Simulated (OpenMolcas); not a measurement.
**In+: effect of the IPEA shift**

```
Program             : OpenMolcas 26.06
Basis               : ANO-RCC-VTZP [7s6p4d2f1g]
Scalar Hamiltonian  : DKH2, point nucleus
Active space        : 2 electrons in 4 orbitals (5s 5p)
State averaging     : 2S+1 = 3 even, 3 roots; 2S+1 = 1 even, 7 roots kept (CI in the orbitals of an earlier block); 2S+1 = 3 odd, 3 roots; 2S+1 = 1 odd, 3 roots kept (CI in the orbitals of an earlier block)
Spin-orbit coupling : state interaction with AMFI integrals over the reference wave functions, term energies averaged over their components
```

Methods on the same reference wave functions:
A. CASSCF
B. MS-CASPT2, IPEA 0 Eh, imaginary shift 0.1 Eh (closed shells correlated: 4d)
C. MS-CASPT2, IPEA 0.25 Eh, imaginary shift 0.1 Eh (closed shells correlated: 4d)

Energies in cm-1 above 5s2 1S0, the measured ground level; measured values from NIST Handbook of Basic Atomic Spectroscopic Data.

```
         Level       A       B       C  Measured
       5s2 1S0     0.0     0.0     0.0       0.0
   5s 5p 3P* 0   36856   41310   41470     42276
   5s 5p 3P* 1   37735   42150   42310     43351
   5s 5p 3P* 2   39664   44120   44280     45830
   5s 5p 1P* 1   68616   59580   60820     63038
       5p2 3P0   96094  101010  101370    101608
       5p2 3P1   97200  102230  102590    103249
5p2 3P2 [56 %]   98761  102890  103610    105565
5p2 1D2 [56 %]  106278  105420  106460     97628
       5p2 1S0  123810  120020  120890    121289
```

Deviations, from unrounded energies. A percentage is the sum of absolute deviations over the sum of measured energies, with the sign that they share, or ± where signs differ.

```json
{"Against measurement": "mean absolute deviation (cm-1)", "Levels": "9", "A": "5800", "B": "2300", "C": "2000"}
{"Against measurement": "other configurations (%)", "Levels": "9", "A": "±7.2", "B": "±2.9", "C": "±2.4"}
```

C lies closest to measurement on these levels and A furthest from it. The largest miss of C in the table is 5p2 1D2 [56 %], by +8800 cm-1. The ranking rests on the paired levels alone, and a cruder setting can come out closer through cancelling errors.

Between B and C the level of the table that moves most is 5s 5p 1P* 1, by 1200 cm-1 (lowest in B, highest in C). Moves below CASPT2's spread within the term are not significant.

The mean deviations of B to C differ by less than CASPT2's widest spread within a term (610 cm-1), so their order carries little weight.

The lowest spin-free term lies below A's lowest term by 0.425 hartree in B, 0.422 hartree in C.

CASPT2 breaks the degeneracy within a term, and the mean is taken; among the terms shown or strongly mixed into the levels shown the widest spread is 610 cm-1 (5p2 1D, C). Over all roots computed the reference weight is 0.87 to 0.93 in B; the roots of lowest weight are the least certain, and an intruder state may touch them. Terms from blocks run as CI alone lack orbitals of their own. The ¹D term of p² mixes with s d, which this space lacks. Without dynamic correlation excited terms often stand tens of per cent too high (terms of higher spin than the ground term too low), and those without a measured partner can miss by more than the paired ones (holds for A). Some levels mix across a computed gap that differs much from the measured one, so their mixing is not that of the real levels (holds for B; C). Measured partners are found by configuration, term and J. A level has none where our copy of the source lacks it or the pairing is in doubt (some pairs that miss far off the trend of their configuration count as doubtful), and it then counts in no deviation. Levels of configurations outside the active space are missing.

A share in square brackets marks a mixed level and gives the weight of the term that names it, the lowest over the columns. * marks odd parity.
